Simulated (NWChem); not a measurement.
Molecule: SrClF; SMILES [Sr]([Cl])[F]

```xyz
3

Sr     0.2868     0.4210     0.0000
F     -0.7060     2.2828     0.0000
Cl    -0.2673    -2.1497     0.0000
```
Atoms are numbered in this order, from 1.

All runs: NWChem. All runs use the structure optimised with PBE0/def2-SVP. def2 effective core potentials on Sr; no spin-orbit coupling.

Problem. Estimate the computed values for TPSS/def2-SVP (core potentials). Quantities: highest occupied level (eV); orbital gap (eV); dipole (D).

Solution. 
```json
{
  "highest occupied level (eV)": "-6.23",
  "orbital gap (eV)": "3.81",
  "dipole (D)": "5.34"
}
```
